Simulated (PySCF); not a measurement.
CH₂NO, SMILES N[C]=O, multiplicity 2. Atoms are numbered in the order given.

```xyz
5

N     -0.0940    -1.0813     0.0000
C      0.4086     0.1600     0.0000
O     -0.1528     1.2161     0.0000
H     -1.0957    -1.2461     0.0000
H      0.5245    -1.8731     0.0000
```
Charge 0, spin multiplicity 2.

The structure is a stationary point at TPSSh-D3(BJ)/def2-TZVP. The isomer is the one that the SMILES or the coordinates give; other isomers of the formula were not compared. One conformer was computed; it need not be the lowest.

The numbers are results of PBE0/pcH-1 in PySCF, not measurements.

Unrestricted Kohn–Sham, ⟨S²⟩ = 0.753. Hyperfine tensors hold the contact and dipolar terms, without spin-orbit corrections.

Computed hyperfine couplings:
```tsv
nucleus	A(iso) (MHz)	A(iso) (G)	dipolar principal values (MHz)
14N no. 1	83.0	29.6	-4.9, -3.0, 8.0
13C no. 2	460.3	164.2	-48.8, -43.3, 92.1
17O no. 3	-44.7	-15.9	-111.4, 53.4, 58.1
1H no. 4	89.1	31.8	-6.8, -2.2, 8.9
1H no. 5	-1.6	-0.6	-9.4, -6.5, 15.9
```

Q: And the g tensor (effective nuclear charges for spin-orbit coupling, GIAO)? (The exact figures need the calculation; the answer reports its results.)

A: principal values 1.9984, 2.0019, 2.0044; isotropic 2.0016.
